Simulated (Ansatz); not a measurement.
```yaml
crystal:
  periodic: [false, false, false]
  atoms:
    - {symbol: C, position_ang: [0.433187, 2.695237, -0.386131]}
    - {symbol: C, position_ang: [0.707883, 1.558058, -1.026403]}
    - {symbol: Zn, position_ang: [0.001141, -0.160171, -0.517988]}
    - {symbol: C, position_ang: [-0.705693, -1.866390, 0.029265]}
    - {symbol: C, position_ang: [-0.434969, -2.443345, 1.200768]}
    - {symbol: H, position_ang: [-0.221668, 2.737132, 0.481078]}
    - {symbol: H, position_ang: [0.849573, 3.653378, -0.694281]}
    - {symbol: H, position_ang: [1.378603, 1.642600, -1.882440]}
    - {symbol: H, position_ang: [-1.373128, -2.420166, -0.632301]}
    - {symbol: H, position_ang: [-0.851328, -3.408683, 1.485597]}
    - {symbol: H, position_ang: [0.216409, -1.987639, 1.942846]}
basis:
  gaussian: {orbitals: STO-3G, fitting: {mean_field: cc-pVTZ-jkfit}}
hamiltonian: {xc: {name: SVWN5}}
scf: {lower_state_search: off}
scf: {max_iter: 3}
```

```sh
$ ansatz run in.yaml --threads 4 --pin off --events-out ev --progress --plain --max-ram 10444MiB
```

How does Ansatz answer? (An estimate is asked.)

Ansatz gave: The program refused the input.
```
Error: YAML parse error: error: line 19 column 1: duplicate mapping key: scf, set DuplicateKeyPolicy in Options if acceptable
17 | hamiltonian: {xc: {name: SVWN5}}
18 | scf: {lower_state_search: off}
19 | scf: {max_iter: 3}
```
